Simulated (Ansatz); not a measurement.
Z-matrix (Å, degrees):
```
B
H 1 1.1893
H 1 1.1893 2 120.00
H 1 1.1893 2 120.00 3 179.99
```
Charge 0, multiplicity 1.

Calculation: frozen-core CCSD(T)/cc-pVTZ // B3LYP-D3(BJ)/def2-TZVP run with Ansatz (a first-principles code).

```yaml
HF energy: -26.40015 Ha
MP2 correlation energy: -0.11335 Ha
```

Problem. Estimate the CCSD correlation energy, the (T) correction, the total energy and the T1 diagnostic.

Solution. 
```
Item                            Value
-----------------------  ------------
CCSD correlation energy   -0.13504 Ha
(T) correction            -0.00253 Ha
CCSD(T) total energy     -26.53772 Ha
T1 diagnostic                   0.006
```
